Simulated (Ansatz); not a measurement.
Geometry optimisation, RKS PBE0-D4/def2-SVP (Ansatz 0.2.0).

The input (input.yaml):

```yaml
crystal:
  periodic: [false, false, false]
  atoms:
    - { symbol: B, position_ang: [0.086692, -0.515287, -0.206155] }
    - { symbol: Cl, position_ang: [-0.241244, 0.458733, 2.684437] }
    - { symbol: H, position_ang: [1.087096, 0.149162, -0.287633] }
    - { symbol: F, position_ang: [-1.085139, -0.031229, -0.591718] }
    - { symbol: "N", position_ang: [0.139969, -1.908862, 0.27446] }
    - { symbol: H, position_ang: [-0.667671, -2.516214, 0.203022] }
    - { symbol: H, position_ang: [1.022183, -2.384264, 0.405654] }
    - { symbol: H, position_ang: [-0.122585, -0.78084, 2.207434] }
basis:
  gaussian: { orbitals: def2-SVP }
hamiltonian:
  xc: pbe0
  dispersion: d4
relax:
  f_tol: 0.03
  max_steps: 50
```

Command:

```bash
$ ansatz run input.yaml --threads 1 --pin off --max-ram 2048MiB --backend cpu --events-out ev --progress --plain --runs-dir out
```

Where does it end, and by what steps?

It converged. After 11 steps the energy has fallen by 0.188 eV; Cl2 moved furthest, 0.68 Å.

| step | energy less start (eV) | largest force component (eV/Å) | accepted |
| --- | --- | --- | --- |
| 0 | 0.0000 | 2.229 | yes |
| 1 | -0.0849 | 1.140 | yes |
| 2 | -0.1273 | 0.905 | yes |
| 3 | -0.1585 | 0.612 | yes |
| 4 | -0.1679 | 0.547 | yes |
| 5 | -0.1739 | 0.339 | yes |
| 6 | -0.1827 | 0.081 | yes |
| 7 | -0.1871 | 0.068 | yes |
| 8 | -0.1877 | 0.030 | yes |
| 9 | -0.1880 | 0.030 | yes |
| 10 | -0.1880 | 0.039 | yes |
| 11 | -0.1881 | 0.022 | yes |

```xyz
8
Properties=species:S:1:pos:R:3
B 0.104 -0.551 -0.430
Cl -0.206 -0.010 3.181
H 1.112 0.085 -0.609
F -1.044 -0.136 -0.957
N 0.107 -1.721 0.352
H -0.705 -2.326 0.413
H 0.971 -2.155 0.652
H -0.119 -0.716 2.088
```

Whether the end is a true minimum wasn't checked by a vibrational analysis.

The run took 33 s on 1 thread of Arm Neoverse V2, on a shared host, peak memory 0.15 GiB.
